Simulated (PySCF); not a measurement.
# SbN⁺: from constants to spectrum

PBE constants of SbN⁺, ²Π (doublet), unpaired electrons π ↑ (basis Sb def2-SVPD with ECP28, N def2-SVPD; scalar-relativistic core potentials; PySCF 2.14; masses 120.9038 and 14.0031 u):

| Property | Result |
| --- | --- |
| ωe | 733.8 cm⁻¹ |
| ωexe | 5.75 cm⁻¹ |
| Be | 0.35471 cm⁻¹ |
| αe | 0.00260 cm⁻¹ |
| De to Sb⁺ + N | 3.00 eV |

What force constant and bond length do these constants imply?

Reduced mass μred = 12.550 u; k = 5.8918×10⁻⁷·μred·ωe² (u, cm⁻¹, mdyn/Å) = 3.98 mdyn/Å; Re = √(16.8576/(μred·Be)) (u, cm⁻¹, Å) = 1.946 Å.

Estimate the centrifugal constant D from the Kratzer relation and find the Dunham coefficient a1.

D = 4Be³/ωe² = 3.32e-07 cm⁻¹; a1 = −1 − αeωe/(6Be²) = -3.53.

Spin–orbit coupling is left out, which matters for elements this heavy, above all for dissociation energies. For an ion De counts to the pair picked by the measured ionisation energies or electron affinities, which need not be the lowest pair at this level. The state is the lowest determinant that a PBE0 search found; another state may lie lower at other levels.
